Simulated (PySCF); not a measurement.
**Correlation energy of Ru (ruthenium, neutral)**

[Kr] 4d7 5s1, high-spin 5F determinant. Computed with PySCF 2.14 in aug-cc-pVTZ-PP with ECP28MDF (6s6p5d3f2g, 88 functions), with scalar relativity through the core potential. Frozen: 4s2 4p6; 8 electrons correlated.

MP2 pair energies summed by pair of shells (mhartree):

```
 pair   energy  share (%)
4d-4d  -161.67       83.9
4d-5s   -31.01       16.1
```

Total MP2 correlation energy: -192.68 mhartree.

Same-spin part -85.47 and opposite-spin part -107.21 mhartree; SCS-MP2 scales them by 1/3 and 6/5 to -157.14 mhartree.
